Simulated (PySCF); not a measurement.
A run for PySCF: R-HF/3-21G on GeH5I (a complex), monomers drawn apart or pushed together.

```python
from pyscf import gto, scf, dft, mp
from pyscf.data.elements import chemcore

mol = gto.M(
    atom='''
    Ge    0.07552908    0.15567178   -0.01274647
    H     1.46085800    0.06768971    0.64440635
    H    -0.64646337   -1.19085611    0.12507569
    H     0.23999343    0.50411443   -1.50079458
    H    -0.74507799    1.25432418    0.67872790
    I    -0.32855394   -0.77963570    5.75615106
    H     0.42983457    0.59541327    5.37830390
    ''',
    basis='3-21g',
    charge=0, spin=0, verbose=3, max_memory=1800)
mf = scf.RHF(mol)
mf.conv_tol = 1e-8
mf.max_cycle = 100
mf.kernel()
if not mf.converged:
    mf = mf.newton().run(mf.mo_coeff, mf.mo_occ)
```

Question: Give the final energy of this run.

Answer: -8955.4908 hartree.
